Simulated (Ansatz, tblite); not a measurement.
Removing an electron: (F3Sn)2NH (Sn2NF6H). Charge 0, multiplicity 1. Geometry: PBE0-D4/def2-SVP. Ansatz, gas phase; energy differences of separate SCF runs; the oxidised species was run as a doublet alone.

```tsv
atom	x (Å)	y (Å)	z (Å)
Sn1	-0.6670	1.0530	-0.8976
F2	0.6243	2.4577	-0.8459
F3	-1.2041	1.0162	-2.7404
F4	-2.2797	1.4770	0.0294
N5	0.0333	-0.8316	-0.6619
Sn6	0.7380	-1.0610	1.1586
F7	-0.0931	-2.2040	2.4357
F8	2.5984	-1.2228	1.5390
F9	0.1358	0.7911	1.4265
H10	0.1141	-1.4756	-1.4436
```

In the def2 sets Sn takes a core potential; there is no spin–orbit coupling. The xTB rows come from tblite. Correlated methods freeze 15 core orbitals; core or outer-core shells of Sn are correlated, in sets that lack core-valence functions. HOMO above LUMO, or a gap near zero within one spin, warns that the state may not be the lowest or that an electron is smeared out.

| level | −HOMO (eV) | vertical IE (eV) | −LUMO (eV) | HOMO–LUMO gap (eV) | remarks |
| --- | --- | --- | --- | --- | --- |
| GFN1-xTB | 13.74 | 17.06 | 11.96 | 1.78 | – |
| GFN2-xTB | 13.46 | 16.92 | 11.12 | 2.34 | – |
| PBE-D4/def2-TZVP | 8.08 | 11.32 | 4.94 | 3.14 | gap within one spin near zero (+1 doublet) |

(1) Estimate the rows for PBE0-D4/def2-TZVP, PBE-QIDH/def2-TZVP.

## Answers

(1) 
| level | −HOMO (eV) | vertical IE (eV) | −LUMO (eV) | HOMO–LUMO gap (eV) |
| --- | --- | --- | --- | --- |
| PBE0-D4/def2-TZVP | 9.69 | 11.59 | 4.05 | 5.65 |
| PBE-QIDH/def2-TZVP | – | 11.79 | – | – |

  Raw xTB energy differences between charge states are shifted by several eV; the methods need an empirical correction for them.
